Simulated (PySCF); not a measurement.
Task: Give a PBE0-D3(BJ)/def2-SVP geometry of `C/C(=C\C)C(=O)OCC` (ethyl tiglate).

Result: 
```
atom  x, y, z in Å
C1    -3.4253    0.7506    0.4783
C2    -2.0008    0.7276    0.0561
C3    -1.0550   -0.1724    0.3815
C4    -1.2380   -1.3697    1.2615
C5     0.2965    0.0700   -0.2018
O6     0.5963    0.9891   -0.9255
O7     1.1690   -0.8778    0.1747
C8     2.5028   -0.7557   -0.3138
C9     3.3218    0.1966    0.5276
H10   -4.0874    0.7291   -0.4036
H11   -3.6536    1.6919    1.0062
H12   -3.7014   -0.0853    1.1344
H13   -1.6685    1.5383   -0.6028
H14   -0.5536   -1.3312    2.1228
H15   -0.9965   -2.2961    0.7181
H16   -2.2655   -1.4479    1.6387
H17    2.9112   -1.7756   -0.2770
H18    2.4692   -0.4204   -1.3614
H19    2.9273    1.2192    0.4463
H20    4.3667    0.2027    0.1820
H21    3.3106   -0.1066    1.5852
```

Any rigid rotation of these coordinates is as good. Atoms count from 1 in this order. The 3 C–O bonds span 1.208 Å (C5=O6, drawn double) to 1.426 Å (O7–C8, drawn single), a spread of 0.218 Å. Of the pairs four or more bonds apart, H12···H16 is among the closest relative to their van der Waals radii: 2.04 Å, 85 % of the sum of Bondi's values. The 5 C–C bonds span 1.346 Å (C2=C3, drawn double) to 1.512 Å (C8–C9, drawn single), a spread of 0.166 Å.

Bonds between heavy atoms (Å): C1–C2 1.486, C2=C3 1.346, C3–C4 1.497, C3–C5 1.492, C5=O6 1.208, C5–O7 1.342, O7–C8 1.426, C8–C9 1.512.

Theory: PBE0-D3(BJ)/def2-SVP geometry optimisation, gas phase in PySCF 2.14.0.

Point group: C1 (no symmetry element, even within 0.4 Å). No frequency check. The numbers are those of one conformer (C2–C3–C5–O6 0°, C3–C5–O7–C8 180°, C5–O7–C8–C9 83°).
